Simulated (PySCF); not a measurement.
**A search over the determinants of NaTe**

Unrestricted PBE0; Na aug-cc-pVDZ, Te aug-cc-pVDZ-PP with ECP28; scalar-relativistic core potentials (PySCF 2.14). Outer shells of the fragments: Na 3s1; Te 4d10 5s2 5p4.

Followed along the bond (rough minima from three points):

| 2Ms+1 | unpaired | ⟨S²⟩ at the start | R at minimum (Å) | Te (eV) |
| --- | --- | --- | --- | --- |
| 2 | π ↑ | 0.75 | 2.82 | 0.00 |
| 2 | σ ↑ | 0.75 | 2.78 | 0.72 |
| 4 | σ ↑, π ↑↑ | 3.75 | none in the scan | ≤ 2.16 |

Solutions found at the starting distance of 2.895 Å, counted from the lowest of them; the search is not exhaustive and high or unbound solutions are not listed, so other states can lie among these:

| 2Ms+1 | unpaired | term | E (eV) | ⟨S²⟩ | ⟨Lz²⟩ | μ (D) |
| --- | --- | --- | --- | --- | --- | --- |
| 2 | π ↑ | ²Π | 0.00 | 0.75 | 1.01 | -8.58 |
| 2 | σ ↑ | ²Σ⁺ | 0.73 | 0.75 | 0.00 | -9.50 |
| 4 | σ ↑, π ↑↑ | ⁴Σ⁻ | 2.30 | 3.75 | 0.00 | 3.33 |
| 2 | σ ↓, π ↑↑ | mixed | 2.35 | 1.75 | 0.00 | 3.67 |
| 2 | σ ↑, π ↑↓ | mixed | 2.69 | 1.76 | 2.01 | 3.48 |
| 4 | σ ↑↑, π ↑ | ⁴Π | 2.72 | 3.75 | 1.01 | 3.04 |
| 4 | π ↑↑↑ | ⁴Π | 3.71 | 3.75 | 1.00 | 2.29 |
| 2 | σ ↑ | mixed | 3.79 | 0.75 | 2.01 | 3.41 |
| 4 | σ ↑, π ↑↑ | mixed | 4.20 | 3.75 | 2.01 | 1.64 |
| 4 | σ ↑, π ↑↑ | mixed | 4.31 | 3.75 | 2.01 | 2.22 |
| 2 | π ↑↑, δ ↓ | mixed | 5.68 | 1.75 | 4.00 | 1.12 |

A term symbol is given only where ⟨S²⟩ and ⟨Lz²⟩ are close to those of a pure state; real π, δ and φ orbitals otherwise mix terms. A positive dipole means Na(−)Te(+).

Spin–orbit coupling is left out. Counting both spins, an empty level lies below a filled one in some of these solutions, because spin and occupation are held.
